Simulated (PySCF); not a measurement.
TaBr3, SMILES [Br][Ta]([Br])[Br] (connectivity only; charge and spin as stated), neutral, multiplicity 3.

Coordinates come from a PBE0-D3(BJ)/def2-SVP optimisation. The multiplicity is an assumed one; other spin states were not compared. The def2 effective core potentials stand for the cores of Ta; spin–orbit coupling is left out.

Method: TDA-M06-2X/def2-SVPD run with PySCF.

Vertical excitations. 

```tsv
state	energy (eV)	λ (nm)	f	main pairs
root 1	0.06	21137	0.000	α HOMO→LUMO 93 %
root 2	0.84	1472	0.000	α HOMO→LUMO+1 95 %
root 3	0.85	1455	0.000	α HOMO−1→LUMO 98 %
root 4	1.17	1058	0.001	α HOMO→LUMO+2 94 %
root 5	1.96	632	0.000	α HOMO−1→LUMO+1 98 %
root 6	2.15	576	0.001	α HOMO−1→LUMO+2 98 %
root 7	3.60	345	0.000	β HOMO→LUMO 99 %
root 8	4.12	301	0.027	α HOMO→LUMO+4 91 %
root 9	4.21	294	0.000	β HOMO−1→LUMO 95 %
root 10	4.24	293	0.001	β HOMO−3→LUMO 99 %
```
Unrestricted roots are not spin-pure.
